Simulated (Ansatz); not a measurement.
The first iterations of a band of BClH3Si2 (7 atoms, charge -1, multiplicity 1).

Theory: RKS PBE-D4/def2-SVP in Ansatz 0.2.0.

```json
{
 "movable images": "3",
 "climbing image": "no",
 "spring": "5.0 eV/Å²",
 "optimiser": "quadratic models (default)",
 "start path": "through a guess of the saddle point",
 "force threshold": "0.05 eV/Å",
 "iteration limit": "60",
 "end points": "relaxed"
}
```

Image 0:

```xyz
7
Properties=species:S:1:pos:R:3
Si -0.449 1.180 -0.281
B 0.279 -0.573 0.254
Si 0.543 -2.359 -0.117
Cl 1.608 -3.628 1.302
H 0.100 1.867 -1.531
H -0.123 2.173 0.831
H -1.958 1.341 -0.458
```

Image 4:

```xyz
7
Properties=species:S:1:pos:R:3
Si -0.575 1.076 -0.691
B 0.085 0.007 0.714
Si 0.804 -1.512 -0.316
Cl 1.490 -2.944 1.257
H -0.435 0.695 -2.152
H -0.017 0.284 1.899
H -1.351 2.394 -0.709
```

| iteration | highest image above the first end (eV) | largest band force component (eV/Å) |
| --- | --- | --- |
| 1 | 1.786 | 4.722 |
| 2 | 1.444 | 2.232 |
| 3 | 1.148 | 2.487 |

Q: Does the band converge within its limit, and where does its top end?

A: The run converged. It ended after 10 iterations with the highest image 0.166 eV above the first end. No image climbed, so the highest image needn't sit at the top of the path. A band with more images between the same ends climbed to 0.39 eV, so this one has probably stepped over the top. So few images can step over the top or miss a turn of the path. The orbitals stay closed-shell, which can raise the energy where a bond breaks towards radicals; this wasn't checked here. Limits of this set-up: an anion without diffuse functions.

Run time: 33 s on 2 threads of AMD EPYC 7B13 (Zen 3), on a shared host, peak memory 0.14 GiB.
